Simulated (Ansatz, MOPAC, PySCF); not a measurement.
Dimer: HF (SMILES F) (first 2 atoms) with H4OSi (SMILES O[SiH3]); geometry from B3LYP-D3(BJ)/def2-TZVP, rigid monomers moved along the line of their centres of mass till H2···O3 is 1.94 Å.
(charge 0, multiplicity 1):
```xyz
8

F      1.0115    -1.0279     0.1895
H      0.8410    -0.8343     1.0964
O      0.4132    -0.3811     2.9313
Si    -0.7899     0.6419     3.4788
H      0.9660    -0.8383     3.5710
H     -1.7608    -0.1062     4.3081
H     -1.4264     1.1661     2.2591
H     -0.2038     1.7341     4.2872
```

Monomers are frozen at their geometry in the pair; levels with a basis set take the counterpoise correction. Rows marked so take none.

Correlated levels freeze the cores. Rows in 6-31G* carry no dispersion term and start afresh at each structure (6-31G* with six Cartesian d functions). The state reached by AM1 isn't checked.

The values were computed with Ansatz (Gaussian basis) for Hartree–Fock, density functionals and correlated methods; MOPAC for AM1 (differences of heats of formation); PySCF for 6-31G* rows, the dispersion terms. Each number belongs to the level named beside it.

| level | interaction energy (kcal/mol) |
|---|---|
| AM1 | -3.73 |
| HF/6-31G* (no counterpoise) | -8.52 |
| PBE/def2-TZVPPD | -7.39 |
| B3LYP-D4/def2-TZVPPD | -7.94 |
| PBE0/def2-TZVPPD | -7.56 |
| PBE0-D3(BJ)/def2-TZVPPD | -8.04 |
| M06-2X/6-31G* (no counterpoise) | [?] |
| MP2/aug-cc-pV(D+d)Z | -6.98 |
| CCSD(T)/aug-cc-pV(D+d)Z | -6.98 |

**Question.** What belongs in the gaps?

**Answer.** 
- M06-2X/6-31G* (no counterpoise), interaction energy (kcal/mol): -9.33

Ansatz is an electronic-structure program.
